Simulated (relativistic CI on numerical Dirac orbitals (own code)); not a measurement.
# Electric-dipole transitions in Er XLI

Method of calculation: Dirac-Coulomb-Breit CI, orbitals from a KLI potential per configuration, a model potential for QED, unscaled Slater integrals (own radial code, finite nucleus).

Configurations in the expansion (outside the closed core [Ne]): 3s²3p⁶3d¹⁰, 3s²3p⁶3d⁹4s, 3s²3p⁶3d⁹4p, 3s²3p⁶3d⁹4d, 3s²3p⁵3d¹⁰4s, 3s²3p⁶3d⁹4f, 3s²3p⁵3d¹⁰4p, 3s²3p⁶3d⁸4s², 3s²3p⁵3d¹⁰4d, 3s²3p⁶3d⁸4s4p, 3s3p⁶3d¹⁰4s, 3s²3p⁶3d⁹5s, 3s²3p⁶3d⁸4p², 3s²3p⁶3d⁸4s4d, 3s²3p⁶3d⁹5p, 3s²3p⁵3d¹⁰4f. Levels of other configurations are missing.

```csv
λ vac (Å),Lower,Upper,A (s⁻¹),E lower (Ry),E upper (Ry)
6.4826,3s²3p⁶3d¹⁰ ¹S0 [1],3s²3p⁵3d¹⁰4d ¹P°1 [73],6.06e+13,0.000,140.571
7.1678,3s²3p⁶3d¹⁰ ¹S0 [1],3s²3p⁶3d⁹4f ¹P°1 [59],2.83e+14,0.000,127.134
7.3907,3s²3p⁶3d¹⁰ ¹S0 [1],3s²3p⁶3d⁹4f ³D°1 [49],5.63e+13,0.000,123.300
19.830,3s²3p⁶3d⁹4p ³F°4 [10],3s²3p⁶3d⁹5s ³D3 [78],2.63e+12,101.404,147.359
22.695,3s²3p⁶3d⁹4s ³D2 [5],3s²3p⁵3d¹⁰4s ³P°1 [65],3.66e+12,93.813,133.967
31.918,3s²3p⁶3d⁹4s ¹D2 [3],3s²3p⁵3d¹⁰4s ¹P°1 [37],1.51e+12,90.629,119.179
31.955,3s²3p⁶3d⁹4d ³G5 [23],3s²3p⁵3d¹⁰4d ³F°4 [71],1.24e+12,111.862,140.379
31.999,3s²3p⁶3d⁹4p ³F°3 [7],3s²3p⁵3d¹⁰4p ³D2 [51],1.40e+12,96.657,125.135
32.007,3s²3p⁶3d⁹4p ³F°4 [10],3s²3p⁵3d¹⁰4p ³D3 [61],1.26e+12,101.404,129.875
32.016,3s²3p⁶3d⁹4s ³D3 [2],3s²3p⁵3d¹⁰4s ³P°2 [36],1.43e+12,90.508,118.971
62.476,3s²3p⁶3d⁹4p ³P°2 [6],3s²3p⁶3d⁹4d ³F3 [21],2.12e+11,96.576,111.162
62.827,3s²3p⁶3d⁹4p ³F°3 [7],3s²3p⁶3d⁹4d ³F3 [21],2.80e+11,96.657,111.162
63.135,3s²3p⁶3d⁹4p ³P°2 [6],3s²3p⁶3d⁹4d ³D2 [20],3.85e+11,96.576,111.009
63.707,3s²3p⁶3d⁹4p ³F°2 [8],3s²3p⁶3d⁹4d ³G3 [29],4.76e+11,99.806,114.110
63.886,3s²3p⁶3d⁹4p ³F°3 [7],3s²3p⁶3d⁹4d ³G4 [19],4.78e+11,96.657,110.921
65.050,3s²3p⁶3d⁹4p ³P°2 [6],3s²3p⁶3d⁹4d ³S1 [18],4.18e+11,96.576,110.585
81.128,3s²3p⁶3d⁹4s ³D3 [2],3s²3p⁶3d⁹4p ³D°3 [13],1.41e+11,90.508,101.740
82.009,3s²3p⁶3d⁹4s ¹D2 [3],3s²3p⁶3d⁹4p ³D°3 [13],1.00e+11,90.629,101.740
82.629,3s²3p⁶3d⁹4d ³G4 [19],3s²3p⁶3d⁹4f ³H°5 [40],2.06e+11,110.921,121.950
82.977,3s²3p⁶3d⁹4s ¹D2 [3],3s²3p⁶3d⁹4p ¹P°1 [12],2.18e+11,90.629,101.611
83.498,3s²3p⁶3d⁹4s ³D2 [5],3s²3p⁶3d⁹4p ³F°3 [16],2.25e+11,93.813,104.727
83.508,3s²3p⁶3d⁹4s ¹D2 [3],3s²3p⁶3d⁹4p ¹D°2 [11],1.84e+11,90.629,101.541
83.630,3s²3p⁶3d⁹4s ³D3 [2],3s²3p⁶3d⁹4p ³F°4 [10],2.24e+11,90.508,101.404
86.550,3s²3p⁶3d⁹4p ³D°2 [17],3s²3p⁶3d⁹4d ³F3 [34],1.87e+11,104.904,115.433
86.793,3s²3p⁶3d⁹4p ³D°3 [13],3s²3p⁶3d⁹4d ³F4 [26],1.74e+11,101.740,112.240
87.061,3s²3p⁶3d⁹4p ³F°3 [16],3s²3p⁶3d⁹4d ³G4 [32],2.35e+11,104.727,115.194
87.142,3s²3p⁶3d⁹4p ³F°4 [10],3s²3p⁶3d⁹4d ³G5 [23],2.32e+11,101.404,111.862
88.374,3s²3p⁶3d⁹4d ³F4 [26],3s²3p⁶3d⁹4f ³G°5 [47],1.52e+11,112.240,122.551
88.620,3s²3p⁶3d⁹4d ³G4 [32],3s²3p⁶3d⁹4f ³H°5 [55],1.79e+11,115.194,125.477
89.068,3s²3p⁶3d⁹4d ³G5 [23],3s²3p⁶3d⁹4f ³H°6 [42],1.75e+11,111.862,122.093
```

Terms are leading LS components. Brackets give the number of a level in order of energy, since labels repeat. The list gives strong lines, with weight on those to low levels, without lines whose two gauges differ by over a factor of 2.5, among the lowest 200 of 455 levels, so that lines to higher ones, which can be the strongest, are missing. Levels whose partners in the same complex of configurations lie outside the list can be far off, and so can their lines. Rates are taken at the computed energies, electric ones in the length gauge.

At this charge energies of transitions that change n are usually good to better than 1 %, and those within a shell (Δn = 0) to a few per cent.

LS names give the leading component of a level, which can be under half, so a name can repeat, a term be missing and a line seem to break the LS rules.
